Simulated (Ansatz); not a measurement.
`CN([SiH2]F)[SiH2]Cl`, charge 0, multiplicity 1.

Question: Give a relaxed structure at PBE0-D4/def2-TZVP (Ansatz 0.2.0). (An estimate is asked.)

Answer: Ansatz gave: 
```xyz
13

C     0.314    1.145   -0.949
N    -0.012    0.055   -0.021
Si   -0.836    0.426    1.432
F    -2.399    0.667    1.186
Si    0.425   -1.536   -0.494
Cl    2.474   -1.756   -0.517
H     0.185    2.114   -0.461
H    -0.330    1.125   -1.833
H     1.355    1.080   -1.276
H    -0.706   -0.719    2.357
H    -0.318    1.702    1.975
H    -0.014   -1.809   -1.881
H    -0.139   -2.492    0.480
```
This is one stationary point; other conformers may exist.
